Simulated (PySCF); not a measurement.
# Deuteron quadrupole couplings in `CCO[SiH]1CC=CC1`

Compound: C₆H₁₂OSi.
Structure used (PBE0-D3(BJ)/def2-SVP), in Å, numbered top down from 1:
```
atom  x, y, z in Å
C1     3.175   -0.096   -0.977
C2     2.157   -0.221    0.132
O3     0.888   -0.468   -0.419
Si4   -0.495   -0.724    0.480
C5    -1.953   -0.885   -0.703
C6    -2.703    0.399   -0.460
C7    -2.299    1.221    0.522
C8    -1.108    0.837    1.362
H9     4.179    0.096   -0.568
H10    2.907    0.731   -1.651
H11    3.210   -1.022   -1.571
H12    2.446   -1.041    0.820
H13    2.144    0.708    0.736
H14   -0.263   -1.884    1.399
H15   -2.580   -1.769   -0.496
H16   -1.617   -0.980   -1.749
H17   -3.568    0.653   -1.083
H18   -2.827    2.161    0.717
H19   -0.350    1.640    1.390
H20   -1.395    0.652    2.412
```

Level: PBE0/pcSseg-1 (PySCF, non-relativistic); Q(2H) = 0.00286 b; rigid geometry, the same for H and D, with no vibrational averaging.

Question: Rank these positions by the coupling χzz of a deuteron there, largest first.
A. H12 (methylene hydrogen)
B. H19 (methylene hydrogen)
C. H14 (Si–H hydrogen)
D. H17 (vinylic hydrogen)

Answer: D (203 kHz), B (197 kHz), A (180 kHz), C (92 kHz).

Q: Give the electric field gradient Vzz (the principal value of largest size), its asymmetry and the 2H coupling at each hydrogen.

A: 
| atom | bonded to | bond length (Å) | Vzz (au) | η | χzz (kHz) |
| --- | --- | --- | --- | --- | --- |
| H9 | C1 | 1.101 | 0.2922 | 0.03 | 196 |
| H10 | C1 | 1.100 | 0.2917 | 0.03 | 196 |
| H11 | C1 | 1.100 | 0.2919 | 0.03 | 196 |
| H12 | C2 | 1.108 | 0.2682 | 0.07 | 180 |
| H13 | C2 | 1.108 | 0.2694 | 0.07 | 181 |
| H14 | Si4 | 1.498 | 0.1362 | 0.03 | 92 |
| H15 | C5 | 1.104 | 0.2919 | 0.03 | 196 |
| H16 | C5 | 1.103 | 0.2919 | 0.04 | 196 |
| H17 | C6 | 1.096 | 0.3026 | 0.06 | 203 |
| H18 | C7 | 1.096 | 0.3025 | 0.06 | 203 |
| H19 | C8 | 1.104 | 0.2927 | 0.03 | 197 |
| H20 | C8 | 1.105 | 0.2914 | 0.03 | 196 |

Q: Average by the element that carries the hydrogen.

A: on C: 195 kHz over 11 positions, mean bond length 1.102 Å; on Si: 92 kHz over 1 position, mean bond length 1.498 Å.

Q: How does χzz go with the bond length over the 11 C–H bonds?

A: A straight-line fit has a slope of -15.4 kHz for each 0.01 Å, with a correlation coefficient of -0.87, over lengths from 1.096 to 1.108 Å. The longer bonds have the smaller couplings here.

Q: A static deuteron (I = 1) shows a doublet split by (3/2)χ, (3/4)χ(1 + η) and (3/4)χ(1 − η) with the field along z, y and x of the gradient. What are these for H14?

A: With |χ| = 91.5 kHz and η = 0.025: 137, 70 and 67 kHz, to first order and without motion.

Geometry: PBE0-D3(BJ)/def2-SVP, one conformer, isolated molecule. A larger basis could move these couplings by a tenth or more.
